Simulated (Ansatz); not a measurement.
C₂H₅BSeSi, SMILES `C#CB[SiH2][SeH]`, 10 atoms. Charge 0, multiplicity 1. Correlated methods include outer-core shells of Se, which these sets cover unevenly. Scalar relativity is left out up to krypton. All runs use 4 threads of a server CPU on a shared host. Correlated methods freeze the cores.

Task: How many basis functions does each run have, and how long does it take in Ansatz? RKS PBE0-D4/def2-TZVP relaxation (9 steps); RHF-MP2/def2-QZVPP energy; direct RPA on PBE orbitals/def2-TZVPP energy; RKS ωB97M-V/def2-SVP energy; RKS PBE-D4/def2-TZVPP energy and forces; RKS HSE06 (plane-wave form)-D4/def2-TZVPP energy; RHF-CCSD(T)/def2-SVP energy; RKS ωB97M-V/def2-QZVPP energy; RKS PBE0-D4/def2-QZVPP energy; RHF-CCSD(T)/def2-TZVPP energy; RKS PBE0-D4/def2-TZVP frequencies; RKS PBE0-D4/def2-SVP energy. (Estimate.)

Result: The calculation gave: Other jobs shared the machine, so times are rough.

| level | job | functions | wall time | peak host memory (GiB) |
| --- | --- | --- | --- | --- |
| RKS PBE0-D4/def2-SVP | energy | 117 | 1.5 s | 0.27 |
| RKS PBE-D4/def2-TZVPP | energy and forces | 253 | 3.2 s | 0.35 |
| RKS HSE06 (plane-wave form)-D4/def2-TZVPP | energy | 253 | 4.7 s | 0.78 |
| direct RPA on PBE orbitals/def2-TZVPP | energy | 253 | 6 s | 0.69 |
| RKS ωB97M-V/def2-SVP | energy | 117 | 6.5 s | 0.39 |
| RHF-CCSD(T)/def2-SVP | energy | 117 | 8.5 s | 0.6 |
| RKS PBE0-D4/def2-QZVPP | energy | 480 | 12 s | 2 |
| RKS ωB97M-V/def2-QZVPP | energy | 480 | 26 s | 2.4 |
| RHF-MP2/def2-QZVPP | energy | 480 | 30 s | 3.1 |
| RKS PBE0-D4/def2-TZVP | relaxation (9 steps) | 208 | 45 s | 0.64 |
| RKS PBE0-D4/def2-TZVP | frequencies | 208 | 3.3 min | 0.64 |
| RHF-CCSD(T)/def2-TZVPP | energy | 253 | 3.4 min | 5.5 |
